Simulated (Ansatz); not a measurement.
One change: `NC/N=C/[SiH3]` becomes `[AlH2]/[N]=C\[SiH3]`.

Ansatz, PBE0-D4/def2-TZVP geometries, multiplicity 1. Each molecule was computed in one conformer, which needn't be the lowest.

| property | `NC/N=C/[SiH3]` |
| --- | --- |
| HOMO energy (PBE0/def2-TZVPP) / eV | -7.02 |
| size of the dipole moment (ωB97M-V/def2-TZVPP) / D | 1.69 |
| HOMO energy (B3LYP/def2-TZVPP) / eV | -6.79 |
| size of the dipole moment (B3LYP/def2-TZVPP) / D | 1.66 |
| LUMO energy (ωB97M-V/def2-TZVPP) / eV | 1.31 |
| HOMO–LUMO gap (PBE/def2-TZVPP) / eV | 3.58 |

**Question.** What does the change do to each property? (An estimate is asked.)

**Answer.** The calculation gave: 
| property | `[AlH2]/[N]=C\[SiH3]` | shift |
| --- | --- | --- |
| HOMO energy (PBE0/def2-TZVPP) / eV | -6.45 | 0.57 |
| size of the dipole moment (ωB97M-V/def2-TZVPP) / D | 1.21 | -0.48 |
| HOMO energy (B3LYP/def2-TZVPP) / eV | -6.26 | 0.53 |
| size of the dipole moment (B3LYP/def2-TZVPP) / D | 1.24 | -0.42 |
| LUMO energy (ωB97M-V/def2-TZVPP) / eV | 0.81 | -0.50 |
| HOMO–LUMO gap (PBE/def2-TZVPP) / eV | 2.82 | -0.76 |

With PBE0 the HOMO rises by 0.57 eV and the LUMO falls by 0.52 eV, so the gap narrows by about 1.09 eV. PBE moves the HOMO by 0.23 eV and ωB97M-V by 0.76 eV. Dipoles are sizes alone; their direction can turn.

B3LYP here is the variant with VWN-RPA as its local correlation; programs differ in this.
